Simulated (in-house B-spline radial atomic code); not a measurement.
Configurations of Al6+, with energies counted from [He] 2s2 2p3. Level of theory: Dirac-Hartree-Fock, average of configuration, Fermi nucleus of rms radius 3.061 fm; calculated with a B-spline radial code for spherical atoms. Energies include first-order Breit, QED and recoil terms.

Occupations are held fixed; configurations that lie above the ionisation limit could autoionise.

```tsv
configuration	E - E(ref) (eV)	highest orbital	its <r> (bohr)
[He] 2s2 2p2 3s1	138.41	3s1/2	1.476
[He] 2s2 2p2 3d1	159.23	3d5/2	1.399
[He] 2s2 2p2 4d1	193.4	4d5/2	2.873
[He] 2s2 2p2 4f1	194.81	4f7/2	2.561
[He] 2s2 2p2 5g1	209.88	5g9/2	3.928
[He] 2s2 2p2 6d1	217.58	6d5/2	7.097
[He] 2s1 2p3 4d1	226.53	4d5/2	2.876
[He] 2s1 2p3 5f1	242.91	5f7/2	4.485
[He] 2s1 2p3 5g1	242.96	5g9/2	3.928
[He] 2s1 2p3 6g1	251.11	6g9/2	6.285
```

Problem. Order these further configurations by energy, lowest first.
A. [He] 2s1 2p3 5d1
B. [He] 2s1 2p3 4f1
C. [He] 2s1 2p3 6f1
D. [He] 2s1 2p3 6d1
E. [He] 2s2 2p2 5f1

Solution. E (209.83 eV), B (227.89 eV), A (242.21 eV), D (250.68 eV), C (251.08 eV).

Problem. How far above the reference does [He] 2s2 2p2 5s1 lie?

Solution. 205.33 eV; its least bound orbital is 5s1/2 with <r> = 4.587 bohr.

Problem. How far above the reference does [He] 2s2 2p2 6s1 lie?

Solution. 215.46 eV; its least bound orbital is 6s1/2 with <r> = 6.784 bohr.

Problem. How far above the reference does [He] 2s2 2p2 6g1 lie?

Solution. 218.03 eV; its least bound orbital is 6g9/2 with <r> = 6.285 bohr.

Problem. One of these lies 218 eV from the reference. Which?
A. [He] 2s2 2p2 6f1
B. [He] 2s2 2p2 5d1
C. [He] 2s1 2p3 3d1

Solution. A.
